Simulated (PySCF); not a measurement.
## Nb³³⁺: ionisation energy

Nb³³⁺ [He] 2s2 2p4 [2p1/2^2 2p3/2^2, M_J = 2] → Nb³⁴⁺ [He] 2s2 2p3 [2p1/2^2 2p3/2^1, M_J = 3/2], as a difference of total energies. All numbers are calculated (PySCF 2.14, the two-component X2C-1e Hamiltonian, in an even-tempered Gaussian basis (17 s from 13 bohr⁻², ratio 2.4; 12 p from 17 bohr⁻², ratio 2.4; 5 d from 63 bohr⁻², ratio 2.6; 4 f from 95 bohr⁻², ratio 2.6)). Correlated levels: nothing frozen; the 32 highest virtual spinors dropped. "Screened" scales the spin-orbit matrix elements by Boettger's factors to mimic the two-electron term; Breit and QED terms are absent.

| method | ionisation energy (eV) |
| --- | --- |
| GHF (spin-free) | 4376.4 |
| GMP2 (spin-free) | 4378.0 |
| GHF (screened spin-orbit) | 4369.6 |
| GMP2 (screened spin-orbit) | 4369.3 |

For this ion Breit and QED terms and the two-electron picture change, all absent here, outweigh the correlation shift from GHF to GMP2.

The spin-free rows relax to the high-spin LS determinant and lack the spin-orbit shift.

The labels give the starting determinants; with spin-orbit coupling the two ends relaxed to ⟨J²⟩ = 6.00, ⟨L²⟩ = 3.00, ⟨S²⟩ = 1.50 and ⟨J²⟩ = 3.75, ⟨L²⟩ = 2.00, ⟨S²⟩ = 1.80.

For comparison: 4369 ± 9 eV (semi-empirical (NIST evaluation); NIST Atomic Spectra Database, ionization energies).
